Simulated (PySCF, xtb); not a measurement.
BClH2S2, SMILES SB(S)Cl. The values are those of a single conformer.

Harmonic wavenumbers (cm⁻¹) from xtb with GFN2-xTB at its own minimum, in rising order: 204, 214, 279, 322, 360, 427, 694, 754, 869, 898, 2414, 2421.

Task: What does PBE0-D3(BJ)/def2-SVP (PySCF) give at its own minimum? (An estimate is asked for; the answer gives what the named calculation found.)

Result: 225, 234, 297, 379, 435, 458, 789, 790, 1018, 1040, 2718, 2725. Paired by order, the mean absolute difference is 104 cm⁻¹ and the zero-point energies are 14.1 and 15.9 kcal/mol.
